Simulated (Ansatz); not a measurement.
The cluster As6P2 was relaxed with PBE-D4 (def2-SVP) in Ansatz in these states: charge -1 doublet, neutral quintet, neutral singlet, neutral triplet. The geometries follow in no particular order.

A:

```csv
atom,x (Å),y (Å),z (Å)
P1,0.7527,0.0931,1.7220
P2,-1.3224,-1.6470,-0.3246
As3,1.2661,1.8351,-1.6209
As4,-2.0951,0.5657,-0.2159
As5,-0.0574,1.8823,0.3812
As6,-1.5482,-0.7234,1.8702
As7,1.0438,-1.5729,0.0422
As8,1.9605,-0.4329,-1.8543
```

B:

```xyz
8

P     0.831   -0.213    1.784
P    -1.547   -1.189   -0.320
As    0.818    1.561   -1.646
As   -1.485    1.144   -0.820
As    0.303    1.876    0.761
As   -1.476   -0.777    2.030
As    0.720   -1.782    0.015
As    1.837   -0.621   -1.805
```

C:

Cartesian coordinates in Å:
```
P 0.311 1.536 1.089
P -0.056 0.289 -2.091
As -0.777 -2.055 1.546
As 1.669 -0.901 -1.049
As 1.195 -0.619 1.411
As 1.621 1.599 -1.005
As -1.503 1.124 -0.358
As -2.460 -0.974 0.459
```

D:

```xyz
8

P    -0.715   -1.428    1.384
P    -0.884    1.222   -1.412
As    2.420   -0.766   -0.003
As    0.175    2.147    0.448
As    0.913    0.092    1.801
As   -2.231    1.954    0.351
As   -0.881   -1.146   -0.934
As    1.203   -2.075   -1.635
```

Q: Judge from the bond lengths which geometry belongs to which state (an estimate).

A: A is the charge -1 doublet (P1–As6 2.446 Å, As4–As6 2.512 Å, As3–As8 2.383 Å); B is the neutral triplet (P1–As6 2.387 Å, As4–As6 3.437 Å, As3–As8 2.414 Å); C is the neutral singlet (P1–As6 2.471 Å, As4–As6 2.501 Å, As3–As8 2.277 Å); D is the neutral quintet (P1–As6 3.847 Å, As4–As6 2.416 Å, As3–As8 2.419 Å).

At PBE-D4/def2-SVP the highest occupied level of the relaxed charge -1 doublet lies above zero (up to 0.11 eV). By energy differences its removal costs 1.97 eV (each at its own geometry, to the charge 0 singlet, at PBE-D4/def2-SVP); self-interaction error and the lack of diffuse functions both raise the level. The restricted singlet is unstable towards broken spin symmetry in Hartree–Fock (as tested in another run); at PBE-D4/def2-SVP this wasn't settled. At PBE0-D4/def2-SVP a singlet lies 0.41 eV below the neutral triplet. At PBE0-D4/def2-SVP a singlet lies 2.77 eV below the neutral quintet. These are the stationary points nearest to one start from a short search; other shapes may lie lower in each state.
